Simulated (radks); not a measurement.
Values are calculated unless marked as measured or tabulated.
Valence configurations of Ho3+ (all share [Xe]). Level of theory: scalar-relativistic Kohn-Sham, PBEsol, spin-polarised, spherical densities, point nucleus; open shells are filled with parallel spins first (spin-orbit coupling, left out, can overturn this in heavy ions) (a radial shooting solver on a logarithmic mesh with Libxc functionals). Energies are relative to 4f10; eigenvalues in eV for spin up.

valence          E (eV)  moment (Bohr magnetons)    e(4f)    e(5d)    e(6p)    e(6s)
4f10              0.000                        4  -36.504        -        -        -
4f9 6p1          19.523                        6  -48.754        -  -20.907        -
4f8 6s1 6p1      41.000                        8  -60.815        -  -22.860  -29.681
4f9.5 5d0.5       4.624                        5  -40.297  -26.317        -        -
4f9 6s1          13.314                        6  -47.533        -        -  -26.459
4f8 5d2          25.252                        8  -52.703  -29.662        -        -
4f8.5 5d1.5      17.164                        7  -48.409  -28.577        -        -
4f8.5 5d1 6s0.5  18.896                        7  -50.084  -29.706        -  -26.123
4f8 6s2          35.557                        6  -59.717        -        -  -28.341
4f8 5d1 6p1      36.017                        8  -57.354  -32.817  -21.571        -

NIST lists [Xe] 4f10 as the ground configuration; this level of theory agrees among the configurations tried. The energies are those of spherical high-spin densities, not of single terms.
